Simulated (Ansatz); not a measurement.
The inner images of a band of BrClZn + H2 (5 atoms, charge 0, multiplicity 1) are given out of order.

Theory: RKS PBE0-D4/def2-SVP (Ansatz).

First end point:

```xyz
5
Properties=species:S:1:pos:R:3
Zn -0.580 -0.697 -0.295
Br 0.830 -1.492 -1.834
Cl -2.050 -0.105 1.096
H 1.186 1.066 0.276
H 0.614 1.229 0.756
```

Last end point:

```xyz
5
Properties=species:S:1:pos:R:3
Zn -0.772 0.448 0.854
Br 0.830 -0.855 -1.257
Cl -2.250 -1.015 0.389
H 2.076 -0.164 -1.355
H 0.116 1.586 1.369
```

**Question.** Put them in order from the first end to the last, with their energies above the first end.
A.
```xyz
5
Properties=species:S:1:pos:R:3
Zn -0.578 -0.386 -0.017
Br 0.886 -1.158 -1.574
Cl -2.393 -0.363 1.056
H 1.180 0.730 -0.017
H 0.905 1.177 0.553
```
B.
```xyz
5
Properties=species:S:1:pos:R:3
Zn -0.700 0.311 0.707
Br 1.016 -0.927 -1.471
Cl -2.491 -0.816 0.693
H 1.692 0.162 -0.846
H 0.483 1.270 0.918
```
C.
```xyz
5
Properties=species:S:1:pos:R:3
Zn -0.534 0.084 0.396
Br 1.027 -0.894 -1.484
Cl -2.481 -0.512 0.947
H 1.164 0.310 -0.377
H 0.824 1.011 0.518
```
D.
```xyz
5
Properties=species:S:1:pos:R:3
Zn -0.627 0.265 0.628
Br 1.142 -0.902 -1.553
Cl -2.506 -0.675 0.815
H 1.338 0.181 -0.614
H 0.653 1.131 0.724
```
E.
```xyz
5
Properties=species:S:1:pos:R:3
Zn -0.618 -0.603 -0.189
Br 0.878 -1.312 -1.700
Cl -2.248 -0.235 1.093
H 1.182 0.889 0.120
H 0.806 1.260 0.675
```
F.
```xyz
5
Properties=species:S:1:pos:R:3
Zn -0.737 0.367 0.771
Br 0.889 -0.898 -1.345
Cl -2.403 -0.932 0.543
H 1.937 0.037 -1.104
H 0.314 1.426 1.136
```
G.
```xyz
5
Properties=species:S:1:pos:R:3
Zn -0.532 -0.130 0.188
Br 0.925 -1.016 -1.495
Cl -2.454 -0.450 1.002
H 1.154 0.541 -0.162
H 0.907 1.054 0.467
```

**Answer.** E (+0.04 eV), A (+0.25 eV), G (+0.86 eV), C (+1.44 eV), D (+1.20 eV), B (+1.12 eV), F (+1.07 eV).

Run time: 2.5 min on 2 threads of Arm Neoverse V2 (shared host), peak memory 0.21 GiB.
